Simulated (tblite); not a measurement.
Record of a relaxation.

C5H12GeOSi.
Numbering: `[CH2:1]=[C:2]1[GeH2:3][CH2:4][Si@H:5]1[O:6][CH2:7][CH3:8]` (hydrogens: H9, H10 on C1; H11, H12 on Ge3; H13, H14 on C4; H15 on Si5; H16, H17 on C7; H18, H19, H20 on C8)

Computed with GFN2-xTB (tblite), gas phase: L-BFGS steps from a force-field or distance-geometry start until the largest atomic force falls under 0.01 eV/Å. 9 of its 61 geometries are shown.

Step 0: E = -666.2660 eV, largest atomic force 2.846 eV/Å
```
atom  x, y, z in Å  |  force x, y, z in eV/Å
C1     -1.522   -0.967    1.825   -0.390   0.745  -0.787
C2     -1.538   -0.256    0.688    0.025  -0.864   1.263
Ge3    -2.644    1.133   -0.069   -1.613   0.655   0.954
C4     -1.505    1.142   -1.605    0.066   1.030  -1.043
Si5    -0.468   -0.179   -0.838    2.824  -0.173   0.308
O6      1.109    0.422   -0.477   -1.845  -1.649  -0.507
C7      1.920   -0.648   -0.056    0.620   0.029   0.682
C8      3.313   -0.123    0.291    0.409   0.077   0.164
H9     -2.295   -0.799    2.572    0.327  -0.201  -0.045
H10    -0.766   -1.710    2.006    0.018  -0.136   0.201
H11    -2.569    2.451    0.740   -0.363  -0.367  -0.203
H12    -4.081    0.615   -0.394    0.364   0.431   0.267
H13    -2.031    0.792   -2.502    0.568   0.522   0.081
H14    -0.956    2.094   -1.714   -0.460  -0.539  -0.520
H15    -0.463   -1.421   -1.616    0.106  -0.067  -0.037
H16     1.499   -1.129    0.875    0.174   0.293  -0.954
H17     2.028   -1.408   -0.858   -0.294   0.275   0.399
H18     3.952   -0.972    0.621   -0.408   0.655  -0.201
H19     3.240    0.627    1.108    0.119  -0.500  -0.607
H20     3.769    0.346   -0.602   -0.249  -0.217   0.588
```

Step 8: E = -666.7662 eV, largest atomic force 0.345 eV/Å
```
atom  x, y, z in Å  |  force x, y, z in eV/Å
C1     -1.531   -0.966    1.819    0.001   0.011  -0.038
C2     -1.549   -0.273    0.690    0.022  -0.122   0.036
Ge3    -2.695    1.150   -0.028   -0.104   0.122  -0.097
C4     -1.493    1.179   -1.593    0.113  -0.055  -0.127
Si5    -0.434   -0.208   -0.844   -0.014   0.043  -0.061
O6      1.073    0.298   -0.533    0.160  -0.110   0.039
C7      1.960   -0.675   -0.043    0.062  -0.038  -0.022
C8      3.328   -0.104    0.293   -0.054  -0.031  -0.024
H9     -2.267   -0.830    2.595   -0.099   0.074   0.065
H10    -0.785   -1.715    2.041    0.076  -0.048  -0.072
H11    -2.705    2.437    0.750   -0.140   0.041   0.080
H12    -4.110    0.723   -0.324   -0.093   0.093   0.047
H13    -1.934    0.866   -2.528   -0.228  -0.199  -0.075
H14    -0.997    2.109   -1.827    0.168   0.189   0.234
H15    -0.427   -1.452   -1.628   -0.039  -0.017  -0.012
H16     1.518   -1.146    0.844    0.083   0.046  -0.024
H17     2.046   -1.449   -0.816    0.149  -0.037   0.098
H18     3.960   -0.928    0.622    0.051   0.101  -0.013
H19     3.263    0.633    1.092   -0.059  -0.043  -0.096
H20     3.774    0.363   -0.584   -0.055  -0.021   0.062
```

Step 15: E = -666.8170 eV, largest atomic force 0.174 eV/Å
```
atom  x, y, z in Å  |  force x, y, z in eV/Å
C1     -1.539   -0.961    1.802   -0.023  -0.025   0.098
C2     -1.566   -0.275    0.671   -0.002   0.007   0.027
Ge3    -2.712    1.170   -0.042   -0.105   0.055   0.076
C4     -1.481    1.181   -1.602   -0.019   0.039   0.024
Si5    -0.434   -0.222   -0.854    0.117   0.029   0.032
O6      1.100    0.229   -0.561   -0.097   0.074  -0.063
C7      1.998   -0.713   -0.041   -0.101  -0.036  -0.017
C8      3.340   -0.099    0.290    0.005   0.034   0.004
H9     -2.263   -0.817    2.593   -0.046   0.049  -0.037
H10    -0.791   -1.714    2.019    0.025   0.010  -0.085
H11    -2.805    2.441    0.779    0.068  -0.020  -0.012
H12    -4.160    0.801   -0.292    0.014  -0.037  -0.068
H13    -1.950    0.861   -2.528    0.039   0.073   0.032
H14    -0.971    2.122   -1.785   -0.002  -0.053  -0.003
H15    -0.441   -1.460   -1.636   -0.069  -0.104  -0.073
H16     1.554   -1.156    0.853    0.030  -0.090   0.123
H17     2.119   -1.507   -0.780    0.055  -0.148  -0.072
H18     4.006   -0.888    0.628    0.062   0.058   0.022
H19     3.230    0.643    1.075    0.027   0.052   0.010
H20     3.762    0.375   -0.591    0.023   0.034  -0.019
```

Step 22: E = -666.8348 eV, largest atomic force 0.121 eV/Å
```
atom  x, y, z in Å  |  force x, y, z in eV/Å
C1     -1.549   -0.952    1.800   -0.015  -0.024   0.021
C2     -1.577   -0.266    0.670   -0.028  -0.013  -0.036
Ge3    -2.733    1.177   -0.030    0.037   0.037  -0.035
C4     -1.483    1.185   -1.577    0.048   0.031  -0.055
Si5    -0.441   -0.241   -0.858    0.020   0.007   0.033
O6      1.106    0.174   -0.578   -0.118  -0.020  -0.018
C7      2.017   -0.748   -0.038   -0.031   0.010   0.008
C8      3.342   -0.085    0.284    0.053   0.043   0.004
H9     -2.279   -0.797    2.584    0.068  -0.060   0.002
H10    -0.793   -1.706    1.983   -0.060   0.006   0.094
H11    -2.812    2.445    0.796    0.022  -0.031  -0.016
H12    -4.178    0.812   -0.320    0.071  -0.012  -0.014
H13    -1.948    0.893   -2.514    0.008   0.021   0.000
H14    -0.953    2.114   -1.755    0.001   0.024   0.035
H15    -0.489   -1.478   -1.653   -0.052  -0.001   0.014
H16     1.590   -1.185    0.869   -0.010  -0.029   0.046
H17     2.160   -1.559   -0.760    0.038  -0.032  -0.032
H18     4.046   -0.832    0.637    0.018  -0.043   0.014
H19     3.216    0.667    1.057   -0.057   0.054   0.014
H20     3.753    0.393   -0.599   -0.012   0.031  -0.080
```

Step 30: E = -666.8525 eV, largest atomic force 0.093 eV/Å
```
atom  x, y, z in Å  |  force x, y, z in eV/Å
C1     -1.571   -0.958    1.804   -0.005  -0.017   0.055
C2     -1.606   -0.281    0.667    0.078  -0.031   0.009
Ge3    -2.719    1.189   -0.039    0.045  -0.060   0.045
C4     -1.454    1.206   -1.566    0.065  -0.016  -0.023
Si5    -0.467   -0.275   -0.860    0.018  -0.010   0.026
O6      1.092    0.091   -0.586   -0.087  -0.019  -0.028
C7      2.037   -0.787   -0.031   -0.019   0.039  -0.012
C8      3.333   -0.052    0.267    0.041   0.029   0.008
H9     -2.285   -0.803    2.602   -0.014   0.030  -0.027
H10    -0.820   -1.712    2.006   -0.022   0.004  -0.028
H11    -2.795    2.438    0.807   -0.024   0.020   0.011
H12    -4.141    0.813   -0.372   -0.060   0.018  -0.014
H13    -1.923    0.957   -2.514    0.056   0.003   0.008
H14    -0.910    2.135   -1.707    0.058  -0.042   0.025
H15    -0.599   -1.503   -1.662    0.005   0.033   0.018
H16     1.638   -1.224    0.891   -0.028   0.004  -0.021
H17     2.222   -1.604   -0.738   -0.035   0.005  -0.019
H18     4.073   -0.754    0.640    0.011  -0.032   0.019
H19     3.171    0.717    1.016   -0.049   0.033   0.011
H20     3.720    0.419   -0.631   -0.032   0.010  -0.063
```

Step 38: E = -666.8674 eV, largest atomic force 0.081 eV/Å
```
atom  x, y, z in Å  |  force x, y, z in eV/Å
C1     -1.585   -0.973    1.829   -0.048   0.013  -0.007
C2     -1.602   -0.305    0.686   -0.017  -0.009  -0.043
Ge3    -2.695    1.180   -0.037    0.072  -0.012  -0.015
C4     -1.394    1.207   -1.541   -0.002  -0.004  -0.001
Si5    -0.484   -0.321   -0.852    0.006  -0.012  -0.006
O6      1.074    0.039   -0.605   -0.020  -0.017  -0.009
C7      2.039   -0.803   -0.037   -0.001   0.019  -0.024
C8      3.308   -0.012    0.241   -0.025  -0.029   0.001
H9     -2.307   -0.785    2.611    0.026  -0.025   0.031
H10    -0.856   -1.747    2.040   -0.052   0.060  -0.016
H11    -2.798    2.423    0.814   -0.003   0.039   0.032
H12    -4.117    0.835   -0.418   -0.008  -0.024  -0.002
H13    -1.837    1.010   -2.513    0.013   0.027   0.028
H14    -0.797    2.111   -1.629   -0.021  -0.044   0.047
H15    -0.690   -1.528   -1.666    0.057  -0.018   0.022
H16     1.651   -1.241    0.891    0.004   0.027  -0.041
H17     2.243   -1.622   -0.738    0.006  -0.003   0.023
H18     4.073   -0.674    0.640   -0.010   0.048  -0.028
H19     3.104    0.776    0.963    0.009  -0.023  -0.047
H20     3.664    0.441   -0.682    0.014  -0.013   0.057
```

Step 45: E = -666.8735 eV, largest atomic force 0.064 eV/Å
```
atom  x, y, z in Å  |  force x, y, z in eV/Å
C1     -1.611   -0.973    1.836    0.012  -0.009   0.009
C2     -1.619   -0.319    0.686   -0.028   0.018   0.016
Ge3    -2.682    1.185   -0.035    0.020  -0.015  -0.018
C4     -1.361    1.201   -1.520   -0.048   0.041   0.010
Si5    -0.497   -0.356   -0.851   -0.002  -0.004   0.031
O6      1.062    0.005   -0.629    0.018  -0.025   0.009
C7      2.039   -0.813   -0.050    0.040   0.006   0.007
C8      3.290    0.009    0.221    0.011  -0.004  -0.001
H9     -2.320   -0.775    2.629   -0.004   0.025  -0.028
H10    -0.890   -1.752    2.049    0.001  -0.025   0.002
H11    -2.798    2.425    0.828    0.001  -0.005  -0.007
H12    -4.095    0.836   -0.443   -0.013  -0.001   0.002
H13    -1.786    1.054   -2.507   -0.017   0.022  -0.011
H14    -0.733    2.085   -1.558    0.014   0.012   0.000
H15    -0.704   -1.562   -1.661    0.022  -0.045  -0.001
H16     1.655   -1.243    0.883    0.018   0.016  -0.018
H17     2.261   -1.641   -0.735    0.002   0.024   0.008
H18     4.074   -0.618    0.636   -0.023  -0.018   0.004
H19     3.063    0.807    0.924   -0.007  -0.007  -0.014
H20     3.646    0.456   -0.704   -0.016  -0.005  -0.002
```

Step 52: E = -666.8748 eV, largest atomic force 0.016 eV/Å
```
atom  x, y, z in Å  |  force x, y, z in eV/Å
C1     -1.616   -0.974    1.837   -0.005   0.001  -0.005
C2     -1.624   -0.320    0.687    0.003  -0.001  -0.005
Ge3    -2.682    1.186   -0.036   -0.002  -0.008   0.006
C4     -1.359    1.204   -1.516   -0.005  -0.001   0.001
Si5    -0.502   -0.363   -0.850    0.012   0.000  -0.005
O6      1.060   -0.004   -0.633    0.010   0.004   0.008
C7      2.043   -0.814   -0.053    0.004  -0.004   0.006
C8      3.289    0.013    0.216    0.001   0.006  -0.004
H9     -2.324   -0.766    2.628   -0.003   0.001   0.002
H10    -0.900   -1.758    2.050   -0.009  -0.002   0.004
H11    -2.799    2.423    0.828   -0.004   0.005   0.000
H12    -4.096    0.836   -0.446    0.000   0.001   0.002
H13    -1.782    1.073   -2.506   -0.005  -0.001  -0.011
H14    -0.722    2.082   -1.544    0.001   0.007   0.007
H15    -0.694   -1.578   -1.653   -0.004  -0.008   0.004
H16     1.663   -1.241    0.882   -0.004  -0.013   0.000
H17     2.270   -1.642   -0.735   -0.010   0.003  -0.003
H18     4.070   -0.614    0.636   -0.001   0.004  -0.003
H19     3.056    0.812    0.915    0.006   0.007   0.005
H20     3.643    0.457   -0.710    0.014  -0.003  -0.008
```

Step 60: E = -666.8751 eV, largest atomic force 0.009 eV/Å
```
atom  x, y, z in Å  |  force x, y, z in eV/Å
C1     -1.618   -0.974    1.837   -0.002   0.001  -0.001
C2     -1.622   -0.321    0.686   -0.004   0.004   0.002
Ge3    -2.682    1.184   -0.035   -0.006  -0.002  -0.001
C4     -1.361    1.203   -1.517    0.003  -0.005   0.006
Si5    -0.499   -0.363   -0.851   -0.001  -0.003   0.005
O6      1.060    0.001   -0.629    0.000  -0.002   0.002
C7      2.043   -0.812   -0.053   -0.002  -0.004  -0.002
C8      3.291    0.013    0.215   -0.002  -0.002  -0.005
H9     -2.327   -0.762    2.625   -0.007  -0.003   0.001
H10    -0.906   -1.761    2.052   -0.002  -0.002   0.001
H11    -2.801    2.424    0.826    0.000   0.003   0.001
H12    -4.096    0.835   -0.443   -0.001  -0.003   0.001
H13    -1.784    1.076   -2.508    0.001  -0.005  -0.004
H14    -0.724    2.082   -1.540    0.004   0.008  -0.002
H15    -0.689   -1.583   -1.647    0.002   0.007   0.000
H16     1.664   -1.244    0.880    0.003   0.004   0.005
H17     2.266   -1.638   -0.739    0.004   0.003  -0.007
H18     4.071   -0.616    0.637    0.000   0.001   0.003
H19     3.061    0.814    0.912    0.005   0.000   0.000
H20     3.648    0.453   -0.712    0.006  -0.001  -0.004
```

Problem. Summarise the path.

Solution. The energy falls by 58.77 kJ/mol from step 0 to step 60; nine tenths of that is first reached at step 15. It falls at every step. The largest force goes from 2.846 to 0.009 eV/Å. Among the bonds Si5–O6 changes most, from 1.726 to 1.617 Å; the atoms move by 0.251 Å rms after alignment.

The cost below is that of the whole relaxation. Hardware: Arm Neoverse V2, one thread, on a shared host. Cost: 0.49 s of wall time.
